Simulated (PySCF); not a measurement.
Compound: C7H12P2.
Atom-mapped SMILES: `[CH:1]#[C:2][CH2:3]/[P:4]=[P:5]/[C:6]([CH3:7])([CH3:8])[CH3:9]` (hydrogens: H10 on C1; H11, H12 on C3; H13, H14, H15 on C7; H16, H17, H18 on C8; H19, H20, H21 on C9)

Computed with PySCF at PBE0/pcSseg-1, non-relativistic, on one gas-phase PBE0-D3(BJ)/def2-SVP geometry that isn't relaxed in the solvent. The solvent is an IEF-PCM continuum (van der Waals radii × 1.2). Specific hydrogen bonds and non-electrostatic terms are outside this model.

Gas phase at PBE0/pcSseg-1: HOMO -6.93 eV, LUMO -2.44 eV, dipole 1.35 D.

Task: What does the continuum do to the energy, the frontier levels and the dipole at PBE0/pcSseg-1 in chloroform and acetonitrile?

Result: 
```tsv
solvent	ε	E(solvent) − E(gas) (kcal/mol)	polarisation term (kcal/mol)	distortion of the solute (kcal/mol)	HOMO (eV)	LUMO (eV)	dipole (D)
chloroform	4.711	-3.40	-3.68	0.28	-6.95	-2.44	1.76
acetonitrile	35.69	-4.74	-5.32	0.58	-6.98	-2.46	1.93
```

The first energy column is the sum of the next two and covers electrostatics alone. From chloroform to acetonitrile the lowering changes by a factor 1.39, Onsager's factor (ε − 1)/(2ε + 1) by 1.35 and ε itself by 7.6.

Task: Which radius a makes the point-dipole formula ΔE = −[(ε − 1)/(2ε + 1)]·μ²/a³ give the value in acetonitrile, with the gas-phase dipole?

Result: μ = 0.533 au and |ΔE| = 0.00755 Eh give a = 1.39 Å; the farthest nucleus lies 5.83 Å from the centroid of the nuclei, so such a sphere wouldn't even hold the nuclei. The formula assumes a rigid point dipole at the centre of a sphere.

Task: Which Mulliken charges (PBE0/pcSseg-1) respond most in acetonitrile (means over atoms taken as equivalent)?

Result: 
```tsv
atoms	environment	gas (e)	solvent (e)	change
P4	phosphorus bonded to C and P	+0.130	+0.099	-0.031
C1	terminal alkyne carbon	-0.355	-0.386	-0.031
C2	alkyne carbon	+0.167	+0.140	-0.027
H10	alkyne hydrogen	+0.066	+0.088	+0.022
H11/H12	methylene hydrogen	+0.192	+0.208	+0.016
P5	phosphorus bonded to C and P	+0.172	+0.157	-0.015
C6	sp3 carbon bound to phosphorus	-0.743	-0.728	+0.015
C3	sp3 carbon bound to phosphorus	-0.423	-0.409	+0.014
C7/C8/C9	methyl carbon	-0.177	-0.188	-0.011
H13 (×9)	methyl hydrogen	+0.126	+0.132	+0.006
```

Task: Which Mayer bond orders change most in acetonitrile?

Result: 
| bond | length (Å) | gas | solvent | change |
| --- | --- | --- | --- | --- |
| C1–C2 | 1.212 | 2.569 | 2.532 | -0.037 |
| C3–H12 | 1.104 | 0.910 | 0.901 | -0.009 |
| P4–P5 | 2.024 | 1.836 | 1.845 | +0.009 |
| C1–H10 | 1.074 | 1.125 | 1.134 | +0.009 |
| C3–H11 | 1.103 | 0.902 | 0.898 | -0.004 |
| C3–P4 | 1.892 | 0.944 | 0.941 | -0.003 |
| C6–C8 | 1.523 | 0.998 | 1.001 | +0.003 |
| C7–H13 | 1.101 | 0.961 | 0.959 | -0.002 |

Hardware: Intel Xeon Platinum 8488C, one thread, shared host with 96 logical CPUs at a one-minute load of 20. Cost: 53 s wall, 1.4 GiB resident at most. This is the whole shielding run at PBE0/pcSseg-1 in acetonitrile, SCF included.

The values belong to the conformer `[CH:1]#[C:2][CH2:3]/[P:4]=[P:5]/[C:6]([CH3:7])([CH3:8])[CH3:9]`: C2–C3–P4–P5 116°, P4–P5–C6–C7 122°.
